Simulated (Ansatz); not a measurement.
Ge2S5⁻, 7 atoms. Hardware: 4 threads of Intel Xeon on a shared host.

Correlated methods freeze 43 core orbitals; core or outer-core shells of Ge are correlated, in sets that lack core-valence functions.

Task: How many basis functions does each of these Ansatz runs have, and roughly what does it cost? LDA (SPW92)/def2-SVP, charge -1 doublet, energy, from earlier orbitals; RPA@PBE/def2-SVPD, charge -1 doublet, energy, from earlier orbitals; PBE0-D4/def2-SVP, charge -1 doublet, energy, from earlier orbitals; B3LYP-D4/def2-SVPD, charge -1 doublet, relaxation, 6 steps; PBE-D4/def2-SVP, charge -1 doublet, energy with a search over starts; BLYP-D4/def2-SVP, charge -1 doublet, energy, from earlier orbitals; CAM-B3LYP-D4/def2-SVP, charge -1 doublet, energy, from earlier orbitals; r2SCAN-D4/def2-SVP, charge -1 doublet, energy, from earlier orbitals; PBE-D4/def2-SVP, charge -1 doublet, energy and forces, from earlier orbitals; HF/STO-3G, charge -1 doublet, energy; MP2/def2-SVPD, charge -1 doublet, energy, from earlier orbitals.

Result: Other jobs shared the machine, so times can vary by a factor of up to 3. A dash marks memory too small to be measured apart from the calling script's.

```csv
run,functions,fitting or Cholesky vectors,wall time,peak host memory (GiB)
"LDA (SPW92)/def2-SVP, charge -1 doublet, energy, from earlier orbitals",154,1727,5.5 s,–
"BLYP-D4/def2-SVP, charge -1 doublet, energy, from earlier orbitals",154,1727,10 s,–
"HF/STO-3G, charge -1 doublet, energy",81,851,11 s,–
"PBE-D4/def2-SVP, charge -1 doublet, energy and forces, from earlier orbitals",154,1727,12 s,–
"PBE0-D4/def2-SVP, charge -1 doublet, energy, from earlier orbitals",154,1424,25 s,0.94
"r2SCAN-D4/def2-SVP, charge -1 doublet, energy, from earlier orbitals",154,1727,28 s,–
"CAM-B3LYP-D4/def2-SVP, charge -1 doublet, energy, from earlier orbitals",154,1424,29 s,1.1
"RPA@PBE/def2-SVPD, charge -1 doublet, energy, from earlier orbitals",211,1962,34 s,0.86
"PBE-D4/def2-SVP, charge -1 doublet, energy with a search over starts",154,1727,44 s,–
"MP2/def2-SVPD, charge -1 doublet, energy, from earlier orbitals",211,1962,85 s,1.3
"B3LYP-D4/def2-SVPD, charge -1 doublet, relaxation, 6 steps",211,2057,4.5 min,1.2
```
